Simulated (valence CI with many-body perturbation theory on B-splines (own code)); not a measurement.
Pt²⁹⁺: M1 decay

Computed by valence CI with perturbative core correlation (CI+MBPT): three valence electrons over a frozen Dirac-Fock core [Kr] 4d10, a basis of 7 s, 7 p, 7 d, 7 f, 4 g, 2 h functions for each j, with the one-electron correlation potential Σ1, the two-electron term Σ2, the three-electron term Σ3, Breit, model QED; selected CI, second order for the rest, scaled by the run's own slope (own B-spline code, finite nucleus).

The last digits are not significant, and no measured levels were compared; by estimate large intervals hold to a few tenths of a per cent, small ones and those within an open d or f shell to about a per cent. Excitations out of the core, of the other parity, are not computed and may begin above about 180 eV (a cautious bound); beyond it only levels of the ground parity were kept, without lifetimes.

Lines 51 to 100 of 120 in falling wavelength, among levels below 1450700 cm⁻¹, chosen from the decays that carry over 1 % of a level's rate. Wavelengths and rates use the calculated energies. Weak lines are less certain than strong ones. Lines between different terms over intervals too small for the method are left out, as are lines whose strength nearly cancels.

Levels are named by their leading jj configuration (3d3/2^4 stands for four electrons in 3d with j = 3/2), which in mixed levels can hold well under half, so a name can repeat and another be missing. Letters in brackets count levels of one name in rising energy.

| λ vac (Å) | Upper | Lower | Type | A (s⁻¹) | Branch % |
| --- | --- | --- | --- | --- | --- |
| 2587 | (4f5/2 4f7/2^2) J=13/2 [a] | (4f5/2^2 4f7/2) J=13/2 | M1 | 2.58e+02 | 13.5 |
| 2559 | (4f5/2 4f7/2^2) J=17/2 | (4f5/2^2 4f7/2) J=15/2 [b] | M1 | 3.88e+02 | 54.7 |
| 2533 | (4f5/2 4f7/2^2) J=11/2 [b] | (4f5/2 4f7/2^2) J=13/2 [a] | M1 | 1.62e+01 | 1.5 |
| 2520 | (4f5/2 4f7/2^2) J=9/2 [c] | (4f5/2 4f7/2^2) J=11/2 [a] | M1 | 5.24e+01 | 3.2 |
| 2516 | (4f5/2 4f7/2^2) J=3/2 [b] | (4f5/2^2 4f7/2) J=5/2 [b] | M1 | 1.92e+02 | 7.1 |
| 2494 | (4f7/2^3) J=15/2 | (4f5/2^2 4f7/2) J=15/2 [b] | M1 | 6.71e+02 | 28.2 |
| 2481 | (4f5/2 4f7/2^2) J=11/2 [a] | (4f5/2^2 4f7/2) J=13/2 | M1 | 1.63e+02 | 19.7 |
| 2476 | (4f5/2 4f7/2^2) J=9/2 [c] | (4f5/2 4f7/2^2) J=9/2 [a] | M1 | 7.65e+02 | 46.4 |
| 2434 | (4f5/2^2 4f7/2) J=3/2 [b] | (4f5/2^3) J=5/2 | M1 | 3.52e+02 | 34.2 |
| 2353 | (4f5/2 4f7/2^2) J=5/2 [a] | (4f5/2^2 4f7/2) J=7/2 [b] | M1 | 1.00e+02 | 7.0 |
| 2245 | (4f7/2^3) J=9/2 | (4f5/2 4f7/2^2) J=9/2 [b] | M1 | 3.12e+02 | 13.7 |
| 2226 | (4f5/2 4f7/2^2) J=3/2 [b] | (4f5/2^2 4f7/2) J=1/2 | M1 | 8.75e+02 | 32.2 |
| 2215 | (4f7/2^3) J=9/2 | (4f5/2 4f7/2^2) J=7/2 [a] | M1 | 9.13e+02 | 40.1 |
| 2175 | (4f5/2 4f7/2^2) J=3/2 [b] | (4f5/2^2 4f7/2) J=3/2 [b] | M1 | 9.36e+02 | 34.5 |
| 2113 | (4f5/2^2 4f7/2) J=5/2 [b] | (4f5/2^3) J=5/2 | M1 | 2.51e+02 | 28.2 |
| 2080 | (4f5/2 4f7/2^2) J=7/2 [a] | (4f5/2^3) J=5/2 | M1 | 6.81e+01 | 4.4 |
| 2030 | (4f5/2 4f7/2^2) J=13/2 [b] | (4f5/2 4f7/2^2) J=11/2 [a] | M1 | 1.54e+02 | 19.1 |
| 2007 | (4f5/2 4f7/2^2) J=7/2 [b] | (4f5/2 4f7/2^2) J=9/2 [a] | M1 | 3.21e+01 | 4.0 |
| 1978 | (4f5/2 4f7/2^2) J=3/2 [a] | (4f5/2^2 4f7/2) J=5/2 [a] | M1 | 1.51e+02 | 12.4 |
| 1973 | (4f5/2 4f7/2^2) J=3/2 [a] | (4f5/2^2 4f7/2) J=3/2 [a] | M1 | 9.73e+02 | 80.2 |
| 1971 | (4f5/2 4f7/2^2) J=9/2 [c] | (4f5/2^2 4f7/2) J=7/2 [b] | M1 | 5.93e+02 | 35.9 |
| 1964 | (4f5/2 4f7/2^2) J=13/2 [b] | (4f5/2 4f7/2^2) J=13/2 [a] | M1 | 2.01e+02 | 24.8 |
| 1951 | (4f5/2 4f7/2^2) J=9/2 [b] | (4f5/2^2 4f7/2) J=9/2 | M1 | 6.02e+02 | 42.9 |
| 1900 | (4f5/2 4f7/2^2) J=5/2 [b] | (4f5/2^2 4f7/2) J=5/2 [b] | M1 | 1.11e+03 | 28.6 |
| 1821 | (4f5/2^2 4f7/2) J=15/2 [b] | (4f5/2^2 4f7/2) J=13/2 | M1 | 7.61e+02 | 59.1 |
| 1786 | (4f5/2 4f7/2^2) J=5/2 [a] | (4f5/2^2 4f7/2) J=7/2 [a] | M1 | 6.05e+02 | 42.3 |
| 1774 | (4f7/2^3) J=15/2 | (4f5/2 4f7/2^2) J=13/2 [a] | M1 | 1.44e+03 | 60.4 |
| 1758 | (4f5/2 4f7/2^2) J=5/2 [a] | (4f5/2^2 4f7/2) J=5/2 [a] | M1 | 1.47e+02 | 10.3 |
| 1754 | (4f5/2 4f7/2^2) J=5/2 [a] | (4f5/2^2 4f7/2) J=3/2 [a] | M1 | 3.56e+02 | 24.9 |
| 1753 | (4f5/2^2 4f7/2) J=9/2 | (4f5/2^3) J=9/2 | M1 | 1.05e+03 | 92.4 |
| 1737 | (4f7/2^3) J=9/2 | (4f5/2 4f7/2^2) J=11/2 [a] | M1 | 2.80e+02 | 12.3 |
| 1715 | (4f7/2^3) J=9/2 | (4f5/2 4f7/2^2) J=9/2 [a] | M1 | 3.54e+02 | 15.5 |
| 1662 | (4f5/2 4f7/2^2) J=7/2 [b] | (4f5/2^2 4f7/2) J=7/2 [b] | M1 | 5.95e+01 | 7.4 |
| 1655 | (4f5/2^2 4f7/2) J=11/2 [b] | (4f5/2^2 4f7/2) J=9/2 | M1 | 3.17e+02 | 47.1 |
| 1651 | (4f5/2^2 4f7/2) J=3/2 [b] | (4f5/2^3) J=3/2 | M1 | 1.26e+02 | 12.3 |
| 1623 | (4f5/2^2 4f7/2) J=1/2 | (4f5/2^3) J=3/2 | M1 | 6.84e+02 | 80.9 |
| 1601 | (4f5/2 4f7/2^2) J=13/2 [a] | (4f5/2^2 4f7/2) J=11/2 [a] | M1 | 1.66e+03 | 86.5 |
| 1600 | (4f5/2^2 4f7/2) J=11/2 [b] | (4f5/2^2 4f7/2) J=13/2 | M1 | 1.59e+02 | 23.6 |
| 1577 | (4f5/2 4f7/2^2) J=9/2 [a] | (4f5/2^2 4f7/2) J=11/2 [a] | M1 | 1.54e+02 | 15.1 |
| 1560 | (4f5/2 4f7/2^2) J=11/2 [a] | (4f5/2^2 4f7/2) J=11/2 [a] | M1 | 2.40e+02 | 29.0 |
| 1497 | (4f5/2^2 4f7/2) J=5/2 [b] | (4f5/2^3) J=3/2 | M1 | 4.56e+02 | 51.3 |
| 1491 | (4f5/2 4f7/2^2) J=5/2 [a] | (4f5/2^3) J=5/2 | M1 | 5.02e+01 | 3.5 |
| 1457 | (4f7/2^3) J=9/2 | (4f5/2^2 4f7/2) J=7/2 [b] | M1 | 1.59e+02 | 7.0 |
| 1456 | (4f5/2 4f7/2^2) J=1/2 | (4f5/2^2 4f7/2) J=3/2 [a] | M1 | 1.61e+02 | 18.0 |
| 1415 | (4f5/2^2 4f7/2) J=7/2 [a] | (4f5/2^3) J=9/2 | M1 | 1.56e+02 | 82.0 |
| 1414 | (4f5/2 4f7/2^2) J=13/2 [b] | (4f5/2^2 4f7/2) J=15/2 [a] | M1 | 1.95e+02 | 24.1 |
| 1357 | (4f5/2 4f7/2^2) J=7/2 [b] | (4f5/2^2 4f7/2) J=7/2 [a] | M1 | 1.29e+01 | 1.6 |
| 1341 | (4f5/2 4f7/2^2) J=7/2 [b] | (4f5/2^2 4f7/2) J=5/2 [a] | M1 | 2.72e+01 | 3.4 |
| 1331 | (4f5/2 4f7/2^2) J=17/2 | (4f5/2^2 4f7/2) J=15/2 [a] | M1 | 3.21e+02 | 45.3 |
| 1327 | (4f5/2 4f7/2^2) J=5/2 [b] | (4f5/2^2 4f7/2) J=7/2 [b] | M1 | 8.57e+02 | 22.2 |
